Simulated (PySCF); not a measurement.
Relaxation of singlet GeBr₂

All numbers come from PBE/[Ge def2-SVP, Br def2-SVP], no relativity, density fitting, PySCF. A (50,194) grid was used.

A hand-made linear start, of D∞h symmetry, held to at least that symmetry:

```xyz
3
charge 0 multiplicity 1, angstrom
Ge    0.0000    0.0000    0.0000
Br    0.0000    0.0000    2.3500
Br    0.0000    0.0000   -2.3500
```

Optimiser trace:
| step | E − E(last) (kJ/mol) | largest gradient (Eh/bohr) |
| --- | --- | --- |
| 0 | 22.11 | 0.03409 |
| 1 | 1.98 | 0.00922 |
| 2 | 0.08 | 0.00175 |
| 3 | 0.00 | 0.00012 |
| 4 | 0.00 | 0.00000 |

It ends at D∞h with Ge–Br 2.491 Å (×2); Br–Ge–Br 180.0°. A frequency run shows 2 imaginary modes (one degenerate set), down to 115i cm⁻¹, so it is a higher-order saddle point. Other isomers or separated fragments may lie lower.

Final geometry:
```xyz
3
charge 0 multiplicity 1, angstrom
Ge    0.0000    0.0000    0.0000
Br    0.0000    0.0000    2.4910
Br    0.0000    0.0000   -2.4910
```

The relaxation took about 23 core-seconds on a shared host.
